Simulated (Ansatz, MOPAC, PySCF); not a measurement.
Torsion H3–B1–S2–H5 in BH3S (SMILES BS); at each angle all else is relaxed with GFN2-xTB, and the levels are single points there.
Geometry at 0° (charge 0, multiplicity 1):
```xyz
5

B     -0.602    -0.072     0.046
S      1.067    -0.509     0.349
H     -1.386    -0.887    -0.237
H     -0.873     1.059     0.143
H      1.000    -1.823     0.152
```

On the grid 0° to 330°, 90° is the highest and 0° the lowest point at CCSD(T)/CBS(cc-pV(T+d)Z, cc-pV(Q+d)Z).

Rows in 6-311+G** carry no dispersion term and start afresh at each structure. The state that PM6 reach isn't checked.

The values were computed with Ansatz (Gaussian orbitals); MOPAC for PM6 (differences of heats of formation); PySCF for 6-311+G** rows. Each number belongs to the level named beside it.

Q: Predict the energy at 90° less that at 0° from PM6.

A: 12.7 kcal/mol

Ansatz is a first-principles code.
